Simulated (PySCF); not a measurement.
## Deuteron quadrupole couplings in `COc1[n-]cnc1C`

Species: C5H7N2O (charge -1).
Structure used (GFN2-xTB), in Å, numbered top down from 1:
```
atom  x, y, z in Å
C1    -2.264   -1.020    0.246
O2    -0.874   -1.114    0.290
C3    -0.240    0.093   -0.032
N4    -0.913    1.223   -0.352
C5     0.083    2.092   -0.574
N6     1.316    1.622   -0.424
C7     1.120    0.315   -0.069
C8     2.235   -0.642    0.207
H9    -2.661   -2.006    0.509
H10   -2.637   -0.269    0.954
H11   -2.613   -0.736   -0.755
H12   -0.114    3.117   -0.855
H13    2.992   -0.182    0.846
H14    1.835   -1.525    0.704
H15    2.729   -0.959   -0.717
```

Level: PBE0/pcSseg-1 (PySCF, non-relativistic); Q(2H) = 0.00286 b; rigid geometry, the same for H and D, with no vibrational averaging.

**Question.** Rank these positions by the coupling χzz of a deuteron there, largest first.
A. H14 (methyl hydrogen)
B. H9 (methyl hydrogen)
C. H11 (methyl hydrogen)
D. H12 (aromatic hydrogen)

**Answer.** D (229 kHz), A (212 kHz), B (204 kHz), C (196 kHz).

**Question.** Tabulate Vzz, the asymmetry η and χzz = 234.96 MHz × Q × Vzz for every hydrogen position.

**Answer.** 
| atom | bonded to | bond length (Å) | Vzz (au) | η | χzz (kHz) |
| --- | --- | --- | --- | --- | --- |
| H9 | C1 | 1.095 | 0.3032 | 0.06 | 204 |
| H10 | C1 | 1.098 | 0.2916 | 0.09 | 196 |
| H11 | C1 | 1.098 | 0.2916 | 0.09 | 196 |
| H12 | C5 | 1.082 | 0.3403 | 0.09 | 229 |
| H13 | C8 | 1.092 | 0.3143 | 0.01 | 211 |
| H14 | C8 | 1.090 | 0.3154 | 0.00 | 212 |
| H15 | C8 | 1.095 | 0.3098 | 0.01 | 208 |

**Question.** How does χzz go with the bond length over the 7 C–H bonds?

**Answer.** A straight-line fit has a slope of -19.3 kHz for each 0.01 Å, with a correlation coefficient of -0.97, over lengths from 1.082 to 1.098 Å. The longer bonds have the smaller couplings here.

**Question.** Give the 2H NMR doublet splittings at H15 for a magnetic field along the z, y and x axes of the gradient: 3χ/2, 3χ(1 + η)/4, 3χ(1 − η)/4.

**Answer.** With |χ| = 208.2 kHz and η = 0.007: 312, 157 and 155 kHz, to first order and without motion.

One conformer (not necessarily the lowest) at the GFN2-xTB geometry, without solvent, vibrations or thermal averaging. The pcSseg-1 basis has no diffuse functions, a weakness for an anion. GFN2-xTB bond lengths can be off by several hundredths of an ångström, more for odd bonds, and the gradients follow them. A larger basis could move these couplings by a tenth or more.
